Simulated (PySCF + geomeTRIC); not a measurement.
The multiplicity is imposed and other spin states were not computed.

All values below come from TPSS-D3(BJ)/def2-SVP (PySCF + geomeTRIC). fastk is a local helper that only speeds up exchange builds. No frequencies were computed at this level.

```python
import json, numpy as np
from pyscf import gto, dft
from fastk import lowrank_exchange
atoms = """
Pt     0.099518    -0.324803    -0.125235
O     -0.055551    -0.597117    -3.146866
C     -0.065296    -0.376454    -2.025955
O      2.819140     0.691984     0.201373
C      1.691923     0.882496     0.280451
O     -0.022962    -2.410138     2.081367
C     -0.039785    -1.543253     1.338199
O     -1.789601     1.434358     0.520351
H     -1.640017     2.144188    -0.110827
H     -1.484529     1.740160     1.379600
"""
def scf(charge, spin, dm0=None):
    mol = gto.M(atom=atoms, basis='def2-svp', ecp={'Pt': 'def2-svp'}, charge=charge, spin=spin, verbose=3, max_memory=15120)
    mf = dft.KS(mol, xc='tpss').density_fit(auxbasis="def2-universal-jkfit")
    mf.disp = 'd3bj'
    mf.grids.level = 3
    mf.conv_tol = 1e-8
    mf.max_cycle = 120
    mf.level_shift = 0.25
    mf.kernel(dm0)
    if not mf.converged:
        mf = mf.newton().run(mf.mo_coeff, mf.mo_occ).undo_soscf()
    return mf
mf = scf(0, 0)
from pyscf.geomopt.geometric_solver import kernel as optimize
path = []
done, mol = optimize(mf, maxsteps=120, assert_convergence=False, callback=lambda env: path.append((env["energy"], bool(env["g_scanner"].converged))))
res = dict(converged=bool(done and path[-1][1]), energy=path[-1][0], path=[e for e, c in path], xyz=mol.atom_coords(unit="Angstrom").tolist(), nao=mol.nao)
json.dump(res, open("result.json", "w"))
```

Output:

```
converged SCF energy = -535.55786204499
Geometry optimization cycle 1
converged SCF energy = -535.5578620535
cycle 1: E = -535.557862053  dE = -535.558  norm(grad) = 0.0779181
Geometry optimization cycle 2
converged SCF energy = -535.563228524508
cycle 2: E = -535.563228525  dE = -0.00536647  norm(grad) = 0.0276531
Geometry optimization cycle 3
converged SCF energy = -535.562824194361
cycle 3: E = -535.562824194  dE = 0.00040433  norm(grad) = 0.0403018
Geometry optimization cycle 4
converged SCF energy = -535.565245834817
cycle 4: E = -535.565245835  dE = -0.00242164  norm(grad) = 0.0265191
Geometry optimization cycle 5
converged SCF energy = -535.567635631822
cycle 5: E = -535.567635632  dE = -0.0023898  norm(grad) = 0.0192841
Geometry optimization cycle 6
converged SCF energy = -535.570432311324
cycle 6: E = -535.570432311  dE = -0.00279668  norm(grad) = 0.0165572
Geometry optimization cycle 7
converged SCF energy = -535.571569887863
cycle 7: E = -535.571569888  dE = -0.00113758  norm(grad) = 0.00784854
Geometry optimization cycle 8
converged SCF energy = -535.572012513805
cycle 8: E = -535.572012514  dE = -0.000442626  norm(grad) = 0.0051205
Geometry optimization cycle 9
converged SCF energy = -535.572102706184
cycle 9: E = -535.572102706  dE = -9.01924e-05  norm(grad) = 0.00308396
Geometry optimization cycle 10
converged SCF energy = -535.572176771985
cycle 10: E = -535.572176772  dE = -7.40658e-05  norm(grad) = 0.00306489
Geometry optimization cycle 11
converged SCF energy = -535.572221979879
cycle 11: E = -535.57222198  dE = -4.52079e-05  norm(grad) = 0.00359949
Geometry optimization cycle 12
converged SCF energy = -535.572269503344
cycle 12: E = -535.572269503  dE = -4.75235e-05  norm(grad) = 0.00319791
Geometry optimization cycle 13
converged SCF energy = -535.5722943358
cycle 13: E = -535.572294336  dE = -2.48325e-05  norm(grad) = 0.00187288
Geometry optimization cycle 14
converged SCF energy = -535.572317728306
cycle 14: E = -535.572317728  dE = -2.33925e-05  norm(grad) = 0.00284771
Geometry optimization cycle 15
converged SCF energy = -535.57234737382
cycle 15: E = -535.572347374  dE = -2.96455e-05  norm(grad) = 0.00392269
Geometry optimization cycle 16
converged SCF energy = -535.5723777135
cycle 16: E = -535.572377714  dE = -3.03397e-05  norm(grad) = 0.00314978
Geometry optimization cycle 17
converged SCF energy = -535.572392586896
cycle 17: E = -535.572392587  dE = -1.48734e-05  norm(grad) = 0.00122266
Geometry optimization cycle 18
converged SCF energy = -535.572398224455
cycle 18: E = -535.572398224  dE = -5.63756e-06  norm(grad) = 0.00101499
Geometry optimization cycle 19
converged SCF energy = -535.572400612142
cycle 19: E = -535.572400612  dE = -2.38769e-06  norm(grad) = 0.00161237
Geometry optimization cycle 20
converged SCF energy = -535.572402052431
cycle 20: E = -535.572402052  dE = -1.44029e-06  norm(grad) = 0.00164715
Geometry optimization cycle 21
converged SCF energy = -535.572402193544
cycle 21: E = -535.572402194  dE = -1.41113e-07  norm(grad) = 0.000973175
Geometry optimization cycle 22
converged SCF energy = -535.572403954935
cycle 22: E = -535.572403955  dE = -1.76139e-06  norm(grad) = 0.000566841
Geometry optimization cycle 23
converged SCF energy = -535.572406583968
cycle 23: E = -535.572406584  dE = -2.62903e-06  norm(grad) = 0.00117151
Geometry optimization cycle 24
converged SCF energy = -535.572408256267
cycle 24: E = -535.572408256  dE = -1.6723e-06  norm(grad) = 0.00138732
Geometry optimization cycle 25
converged SCF energy = -535.572410172927
cycle 25: E = -535.572410173  dE = -1.91666e-06  norm(grad) = 0.00107237
Geometry optimization cycle 26
converged SCF energy = -535.572411415672
cycle 26: E = -535.572411416  dE = -1.24274e-06  norm(grad) = 0.000534217
Geometry optimization cycle 27
converged SCF energy = -535.57241165147
cycle 27: E = -535.572411651  dE = -2.35798e-07  norm(grad) = 0.000399376
Geometry optimization cycle 28
converged SCF energy = -535.572411688509
cycle 28: E = -535.572411689  dE = -3.70387e-08  norm(grad) = 0.000292583
<class 'geometric.internal.Distance'> : 8
<class 'geometric.internal.Angle'> : 4
<class 'geometric.internal.LinearAngle'> : 4
<class 'geometric.internal.OutOfPlane'> : 1
<class 'geometric.internal.Dihedral'> : 2
<class 'geometric.internal.TranslationX'> : 2
<class 'geometric.internal.TranslationY'> : 2
<class 'geometric.internal.TranslationZ'> : 2
<class 'geometric.internal.RotationA'> : 2
<class 'geometric.internal.RotationB'> : 2
<class 'geometric.internal.RotationC'> : 2
Step    0 : Gradient = 2.464e-02/3.368e-02 (rms/max) Energy = -535.5578620535
Step    1 : Displace = 1.022e-01/1.884e-01 (rms/max) Trust = 1.000e-01 (=) Grad = 8.745e-03/1.499e-02 (rms/max) E (change) = -535.5632285245 (-5.366e-03) Quality = 1.034
Step    2 : Displace = 1.364e-01/2.236e-01 (rms/max) Trust = 1.414e-01 (+) Grad = 1.274e-02/1.989e-02 (rms/max) E (change) = -535.5628241944 (+4.043e-04) Quality = -0.122
Step    3 : Displace = 7.487e-02/1.312e-01 (rms/max) Trust = 6.821e-02 (-) Grad = 8.386e-03/1.440e-02 (rms/max) E (change) = -535.5652458348 (-2.422e-03) Quality = 0.889
Step    4 : Displace = 6.945e-02/1.300e-01 (rms/max) Trust = 9.646e-02 (+) Grad = 6.098e-03/9.938e-03 (rms/max) E (change) = -535.5676356318 (-2.390e-03) Quality = 1.614
Step    5 : Displace = 1.273e-01/2.557e-01 (rms/max) Trust = 1.364e-01 (+) Grad = 5.236e-03/8.139e-03 (rms/max) E (change) = -535.5704323113 (-2.797e-03) Quality = 1.143
Step    6 : Displace = 5.448e-02/1.134e-01 (rms/max) Trust = 1.929e-01 (+) Grad = 2.482e-03/4.732e-03 (rms/max) E (change) = -535.5715698879 (-1.138e-03) Quality = 1.421
Step    7 : Displace = 5.230e-02/1.018e-01 (rms/max) Trust = 2.728e-01 (+) Grad = 1.619e-03/3.742e-03 (rms/max) E (change) = -535.5720125138 (-4.426e-04) Quality = 1.205
Step    8 : Displace = 2.034e-02/2.999e-02 (rms/max) Trust = 3.000e-01 (+) Grad = 9.752e-04/2.266e-03 (rms/max) E (change) = -535.5721027062 (-9.019e-05) Quality = 1.497
Step    9 : Displace = 2.535e-02/3.607e-02 (rms/max) Trust = 3.000e-01 (=) Grad = 9.692e-04/1.908e-03 (rms/max) E (change) = -535.5721767720 (-7.407e-05) Quality = 1.318
Step   10 : Displace = 1.592e-02/2.446e-02 (rms/max) Trust = 3.000e-01 (=) Grad = 1.138e-03/2.494e-03 (rms/max) E (change) = -535.5722219799 (-4.521e-05) Quality = 1.430
Step   11 : Displace = 2.173e-02/3.283e-02 (rms/max) Trust = 3.000e-01 (=) Grad = 1.011e-03/2.139e-03 (rms/max) E (change) = -535.5722695033 (-4.752e-05) Quality = 1.174
Step   12 : Displace = 1.092e-02/1.494e-02 (rms/max) Trust = 3.000e-01 (=) Grad = 5.923e-04/1.167e-03 (rms/max) E (change) = -535.5722943358 (-2.483e-05) Quality = 1.165
Step   13 : Displace = 1.336e-02/2.051e-02 (rms/max) Trust = 3.000e-01 (=) Grad = 9.005e-04/1.742e-03 (rms/max) E (change) = -535.5723177283 (-2.339e-05) Quality = 1.169
Step   14 : Displace = 1.537e-02/2.275e-02 (rms/max) Trust = 3.000e-01 (=) Grad = 1.240e-03/2.901e-03 (rms/max) E (change) = -535.5723473738 (-2.965e-05) Quality = 1.227
Step   15 : Displace = 1.807e-02/2.692e-02 (rms/max) Trust = 3.000e-01 (=) Grad = 9.960e-04/2.447e-03 (rms/max) E (change) = -535.5723777135 (-3.034e-05) Quality = 1.212
Step   16 : Displace = 9.180e-03/1.361e-02 (rms/max) Trust = 3.000e-01 (=) Grad = 3.866e-04/8.383e-04 (rms/max) E (change) = -535.5723925869 (-1.487e-05) Quality = 1.245
Step   17 : Displace = 6.136e-03/1.003e-02 (rms/max) Trust = 3.000e-01 (=) Grad = 3.210e-04/6.171e-04 (rms/max) E (change) = -535.5723982245 (-5.638e-06) Quality = 0.970
Step   18 : Displace = 5.784e-03/9.863e-03 (rms/max) Trust = 3.000e-01 (=) Grad = 5.099e-04/1.122e-03 (rms/max) E (change) = -535.5724006121 (-2.388e-06) Quality = 0.649
Step   19 : Displace = 7.740e-03/1.314e-02 (rms/max) Trust = 3.000e-01 (=) Grad = 5.209e-04/1.173e-03 (rms/max) E (change) = -535.5724020524 (-1.440e-06) Quality = 0.315
Step   20 : Displace = 8.241e-03/1.394e-02 (rms/max) Trust = 3.000e-01 (=) Grad = 3.077e-04/6.285e-04 (rms/max) E (change) = -535.5724021935 (-1.411e-07) Quality = 0.030
Step   21 : Displace = 4.023e-03/5.257e-03 (rms/max) Trust = 4.121e-03 (-) Grad = 1.793e-04/3.134e-04 (rms/max) E (change) = -535.5724039549 (-1.761e-06) Quality = 0.418
Step   22 : Displace = 4.236e-03/5.844e-03 (rms/max) Trust = 4.121e-03 (=) Grad = 3.705e-04/7.918e-04 (rms/max) E (change) = -535.5724065840 (-2.629e-06) Quality = 0.516
Step   23 : Displace = 4.371e-03/6.015e-03 (rms/max) Trust = 4.121e-03 (=) Grad = 4.387e-04/9.234e-04 (rms/max) E (change) = -535.5724082563 (-1.672e-06) Quality = 0.334
Step   24 : Displace = 4.199e-03/5.801e-03 (rms/max) Trust = 4.121e-03 (=) Grad = 3.391e-04/6.438e-04 (rms/max) E (change) = -535.5724101729 (-1.917e-06) Quality = 0.325
Step   25 : Displace = 3.853e-03/5.685e-03 (rms/max) Trust = 4.121e-03 (=) Grad = 1.689e-04/3.245e-04 (rms/max) E (change) = -535.5724114157 (-1.243e-06) Quality = 0.201
Step   26 : Displace = 1.946e-03/2.801e-03 (rms/max) Trust = 1.926e-03 (-) Grad = 1.263e-04/2.476e-04 (rms/max) E (change) = -535.5724116515 (-2.358e-07) Quality = 0.077
Step   27 : Displace = 1.023e-03/1.471e-03 (rms/max) Trust = 9.631e-04 (-) Grad = 9.252e-05/1.750e-04 (rms/max) E (change) = -535.5724116885 (-3.704e-08) Quality = 0.028
Converged! =D
```

Cost: about 27 core-minutes (a rough figure).
